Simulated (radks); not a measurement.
Task: The mean radii <r> (bohr) of the occupied orbitals of an atom or ion are listed with their occupations. All-electron calculation, scalar-relativistic Kohn-Sham, PBE, spin-unpolarised, spherical densities, finite nucleus; Fermi nuclear charge, rms radius of each element as measured or else 0.836 A^(1/3) + 0.57 fm. Program: a radial shooting solver on a logarithmic mesh with Libxc functionals.

orbital  occ.      <r>
1s          2  0.01867
2s          2  0.07902
2p          6  0.07064
3s          2   0.2046
3p          6   0.2046
3d         10   0.1854
4s          2   0.4383
4p          6   0.4579
4d         10   0.4706
5s          2   0.8549
5p          6   0.9127
5d          1   0.9937
6s          2    1.489

Name the element and its charge.

Result: Z = 73, tantalum, charge +16: Ta16+ in [Xe] 5d1 6s2. The 1s radius gives Z: for a bare nucleus <r> = (2 gamma + 1)/(2Z) with gamma = sqrt(1 - (Z/c)^2), 0.01844 bohr for Z = 73, and screening makes it slightly larger (0.01867 here). The occupations add up to 57, and the charge is Z minus that.
